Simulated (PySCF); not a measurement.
Compounds:
1. `InChI=1S/C5H7Cl/c1-2-4-3-5(4)6/h2-3H2,1H3`
2. `CN[SiH2]O[SiH3]`, CH₉NOSi₂
3. `C#CC[Si@]1(F)C[C@@H](C#N)C1`, C₇H₈FNSi
4. SMILES PCP1CC1, C₃H₈P₂
5. SMILES [H]/N=C\C[SiH2]c1cccnc1, C₇H₁₀N₂Si
6. `InChI=1S/C4H5Cl2FSi/c5-8(6)4-2-1-3-7/h1,4,8H,3H2`

One averaged value for each set of equivalent atoms, in vacuum, non-relativistic Hamiltonian, one conformer. PBE0/pcSseg-1 with gauge-including orbitals; coordinates at the GFN2-xTB level; PySCF 2.14.

Chemical shifts δ = σref − σ; 1H (σ = 31.72 ppm) and 13C (σ = 186.93 ppm) against TMS, all at this level. Shifts are as computed. Against solution values, carbons near 30 ppm lie about +3 ppm off and those near 130 ppm about +5 ppm; carbons on Cl a further +6 ppm. Of 1211 compounds with measured shifts, 218 miss one by over three times the rms of a fit or turn the order of signals round; such compounds aren't used in these exercises. Carbons bonded to Cl come out too deshielded. OH and NH positions are gas-phase values without hydrogen bonding to other molecules.

(1) Which show a 1H signal between 4.5 and 6.5 ppm from a carbon-bound hydrogen?

(2) Which show a 13C signal between 60 and 100 ppm?

(3) Which show a 13C signal above 185 ppm?

(4) Which give exactly 4 13C signals?

## Answers

(1) 6 (5.45, 5.25, 5.18: hydrogen on a terminal carbon of a cumulated C=C=C unit, hydrogen on an allylic sp3 CH2 bonded to F).

(2) 3 (81.2, 75.1: alkyne carbon, terminal alkyne carbon); 6 (93.3, 91.9, 81.8: terminal carbon of a cumulated C=C=C unit, allylic sp3 CH2 bonded to F).

(3) 6 (220.8: central carbon of an allene).

(4) 6 (δ 220.8, 93.3, 91.9, 81.8).
